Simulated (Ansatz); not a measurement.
Steps of a relaxation of C2H7NOSn, SMILES `[CH3][SnH2][O]C=N` with RKS PBE-D4/def2-SVP.

```sh
$ ansatz run in.yaml --threads 4 --pin off --events-out ev --progress --plain --max-ram 10444MiB
```

```yaml
crystal:
  periodic: [false, false, false]
  atoms:
    - {symbol: C, position_ang: [-0.685400, 1.412500, 0.901600]}
    - {symbol: Sn, position_ang: [1.003200, 0.228900, 0.638500]}
    - {symbol: O, position_ang: [0.412100, -1.633800, 0.124500]}
    - {symbol: C, position_ang: [-0.171200, -1.970900, -1.032200]}
    - {symbol: N, position_ang: [-0.544700, -1.123500, -1.962100]}
    - {symbol: H, position_ang: [-1.377000, 1.042000, 1.683000]}
    - {symbol: H, position_ang: [-1.273600, 1.499000, -0.059100]}
    - {symbol: H, position_ang: [-0.386300, 2.499800, 1.172500]}
    - {symbol: H, position_ang: [1.903400, 0.203600, 2.186600]}
    - {symbol: H, position_ang: [2.019900, 0.898700, -0.601800]}
    - {symbol: H, position_ang: [-0.543800, -3.013500, -1.149900]}
    - {symbol: H, position_ang: [-0.279600, -0.097900, -1.867500]}
basis:
  gaussian: {orbitals: def2-SVP}
hamiltonian: {xc: pbe, dispersion: d4}
relax: {f_tol: 0.03, max_steps: 200}
```

Positions (Å) and forces (eV/Å) along the path, 7 of 7 steps:

```xyz
12
step=1 energy=-11544.4827 eV
C    -0.685    1.413    0.902   -1.250    2.135   -0.290
Sn    1.003    0.229    0.638    1.370    0.492    0.469
O     0.412   -1.634    0.124    0.336   -1.670    0.498
C    -0.171   -1.971   -1.032   -1.189    3.353   -1.203
N    -0.545   -1.123   -1.962    0.417   -0.892    0.184
H    -1.377    1.042    1.683    0.091   -0.052    0.027
H    -1.274    1.499   -0.059    0.331   -0.165    0.537
H    -0.386    2.500    1.173   -0.223   -1.366   -0.215
H     1.903    0.204    2.187   -0.350   -0.388   -0.663
H     2.020    0.899   -0.602   -0.005   -0.181   -0.013
H    -0.544   -3.014   -1.150    0.502   -0.035    0.305
H    -0.280   -0.098   -1.867   -0.030   -1.232    0.363
12
step=2 energy=-11544.6943 eV
C    -0.739    1.456    0.889   -0.162    0.720   -0.038
Sn    1.043    0.290    0.638   -0.150    0.070   -0.237
O     0.463   -1.619    0.154   -0.847   -0.641   -0.017
C    -0.301   -1.884   -0.937    1.840    0.498   -1.741
N    -0.537   -1.118   -1.962   -0.554   -0.580    0.801
H    -1.391    1.050    1.687    0.108   -0.054   -0.024
H    -1.322    1.515   -0.059    0.168   -0.071    0.176
H    -0.420    2.495    1.174   -0.204   -0.412   -0.097
H     1.881    0.033    2.098    0.142   -0.121    0.188
H     2.057    0.857   -0.640    0.038    0.009   -0.018
H    -0.421   -3.005   -1.142   -0.362    0.908    0.746
H    -0.235   -0.124   -1.866   -0.018   -0.329    0.260
12
step=3 energy=-11544.8678 eV
C    -0.746    1.482    0.887   -0.129    0.421    0.004
Sn    1.030    0.293    0.631    0.017    0.084   -0.106
O     0.462   -1.628    0.167   -0.481   -0.626   -0.387
C    -0.207   -1.903   -0.978    0.203    0.913   -0.927
N    -0.527   -1.114   -1.963    0.009   -0.811    0.732
H    -1.381    1.057    1.689    0.049   -0.026   -0.019
H    -1.333    1.527   -0.055    0.111   -0.066    0.096
H    -0.449    2.521    1.172   -0.076   -0.284   -0.059
H     1.883   -0.018    2.084    0.046   -0.030    0.083
H     2.057    0.846   -0.647    0.010    0.007   -0.001
H    -0.456   -3.004   -1.114    0.183    0.719    0.391
H    -0.257   -0.116   -1.839    0.058   -0.300    0.195
12
step=4 energy=-11544.8971 eV
C    -0.745    1.483    0.878    0.031    0.276   -0.039
Sn    1.047    0.303    0.636   -0.056    0.136   -0.152
O     0.458   -1.602    0.140   -0.358   -0.603   -0.308
C    -0.218   -1.894   -0.995    0.207    0.500   -0.375
N    -0.572   -1.123   -1.970    0.245    0.018    0.607
H    -1.384    1.023    1.654    0.001   -0.009    0.020
H    -1.304    1.523   -0.081    0.095    0.010    0.134
H    -0.458    2.515    1.195   -0.121   -0.249   -0.094
H     1.888   -0.008    2.100    0.034   -0.051    0.043
H     2.080    0.851   -0.643    0.000    0.006    0.037
H    -0.451   -2.992   -1.095    0.101    0.453    0.266
H    -0.264   -0.134   -1.784   -0.179   -0.486   -0.139
12
step=5 energy=-11544.9252 eV
C    -0.752    1.487    0.890   -0.018    0.009   -0.016
Sn    1.032    0.298    0.626    0.041    0.032    0.038
O     0.440   -1.628    0.160    0.037    0.075   -0.008
C    -0.201   -1.871   -0.992   -0.090   -0.565    0.135
N    -0.537   -1.122   -1.968    0.039    0.416   -0.288
H    -1.364    1.031    1.691   -0.021    0.017   -0.026
H    -1.326    1.504   -0.056   -0.002   -0.031    0.037
H    -0.483    2.523    1.174    0.022   -0.032    0.008
H     1.895   -0.030    2.080   -0.014    0.000   -0.015
H     2.062    0.848   -0.650    0.016    0.006   -0.012
H    -0.475   -2.955   -1.069    0.057    0.168    0.117
H    -0.214   -0.140   -1.851   -0.067   -0.094    0.030
12
step=6 energy=-11544.9278 eV
C    -0.761    1.473    0.901    0.000    0.017    0.013
Sn    1.035    0.306    0.628    0.014   -0.008   -0.036
O     0.432   -1.611    0.150   -0.058   -0.007    0.074
C    -0.214   -1.864   -0.999    0.088   -0.033    0.033
N    -0.481   -1.119   -2.005   -0.173    0.001    0.011
H    -1.362    1.037    1.721    0.011   -0.013   -0.006
H    -1.350    1.459   -0.035   -0.001   -0.005   -0.004
H    -0.492    2.516    1.156   -0.007    0.006   -0.006
H     1.912   -0.033    2.068    0.001   -0.001    0.016
H     2.048    0.856   -0.661    0.017    0.030    0.009
H    -0.541   -2.929   -1.021    0.023    0.017   -0.066
H    -0.150   -0.147   -1.868    0.085   -0.005   -0.037
12
step=7 energy=-11544.9315 eV
C    -0.758    1.468    0.895    0.003    0.001    0.005
Sn    1.042    0.307    0.626   -0.021   -0.017    0.003
O     0.426   -1.610    0.155    0.013   -0.008    0.001
C    -0.220   -1.860   -0.995    0.004    0.009    0.013
N    -0.506   -1.109   -1.992   -0.009   -0.004   -0.016
H    -1.347    1.033    1.724    0.005   -0.001   -0.003
H    -1.355    1.436   -0.036    0.004   -0.007   -0.005
H    -0.499    2.517    1.135   -0.003    0.012    0.002
H     1.908   -0.032    2.074   -0.002   -0.002   -0.001
H     2.069    0.866   -0.649    0.008    0.008   -0.004
H    -0.538   -2.927   -1.034   -0.001    0.005    0.006
H    -0.146   -0.144   -1.868    0.000    0.007   -0.002
```

Run time 21 s (4 threads of an AMD EPYC on a shared host); peak host memory 0.18 GiB.
